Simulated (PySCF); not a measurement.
**Radial density of Ga²⁺ (gallium, charge +2)**

MN15, [Ar] 3d10 4s1, 2S determinant. All numbers are calculated (PySCF 2.14, the spin-free X2C one-electron Hamiltonian (Gaussian nucleus), in cc-pVDZ-DK (5s4p2d, 27 functions)).

```json
{"r (bohr)": "0.000650", "4πr²ρ (e/bohr)": "0.1822", "4πr²(ρα − ρβ)": "0.0001"}
{"r (bohr)": "0.00109", "4πr²ρ (e/bohr)": "0.4719", "4πr²(ρα − ρβ)": "0.0003"}
{"r (bohr)": "0.00184", "4πr²ρ (e/bohr)": "1.143", "4πr²(ρα − ρβ)": "0.0006"}
{"r (bohr)": "0.00309", "4πr²ρ (e/bohr)": "2.724", "4πr²(ρα − ρβ)": "0.0015"}
{"r (bohr)": "0.00521", "4πr²ρ (e/bohr)": "6.237", "4πr²(ρα − ρβ)": "0.0034"}
{"r (bohr)": "0.00876", "4πr²ρ (e/bohr)": "13.20", "4πr²(ρα − ρβ)": "0.0071"}
{"r (bohr)": "0.0147", "4πr²ρ (e/bohr)": "24.33", "4πr²(ρα − ρβ)": "0.0124"}
{"r (bohr)": "0.0248", "4πr²ρ (e/bohr)": "35.61", "4πr²(ρα − ρβ)": "0.0155"}
{"r (bohr)": "0.0417", "4πr²ρ (e/bohr)": "36.74", "4πr²(ρα − ρβ)": "0.0076"}
{"r (bohr)": "0.0701", "4πr²ρ (e/bohr)": "30.27", "4πr²(ρα − ρβ)": "0.0000"}
{"r (bohr)": "0.118", "4πr²ρ (e/bohr)": "39.51", "4πr²(ρα − ρβ)": "0.0329"}
{"r (bohr)": "0.198", "4πr²ρ (e/bohr)": "38.75", "4πr²(ρα − ρβ)": "0.0193"}
{"r (bohr)": "0.334", "4πr²ρ (e/bohr)": "20.88", "4πr²(ρα − ρβ)": "0.0155"}
{"r (bohr)": "0.561", "4πr²ρ (e/bohr)": "26.78", "4πr²(ρα − ρβ)": "0.0775"}
{"r (bohr)": "0.944", "4πr²ρ (e/bohr)": "12.41", "4πr²(ρα − ρβ)": "0.0265"}
{"r (bohr)": "1.59", "4πr²ρ (e/bohr)": "2.175", "4πr²(ρα − ρβ)": "0.5438"}
{"r (bohr)": "2.67", "4πr²ρ (e/bohr)": "0.4132", "4πr²(ρα − ρβ)": "0.3464"}
{"r (bohr)": "4.49", "4πr²ρ (e/bohr)": "0.01341", "4πr²(ρα − ρβ)": "0.0127"}
{"r (bohr)": "7.55", "4πr²ρ (e/bohr)": "3.449e-05", "4πr²(ρα − ρβ)": "0.0000"}
```

Densities and radii are taken from the X2C orbitals without a picture-change correction, which distorts them close to the nucleus.
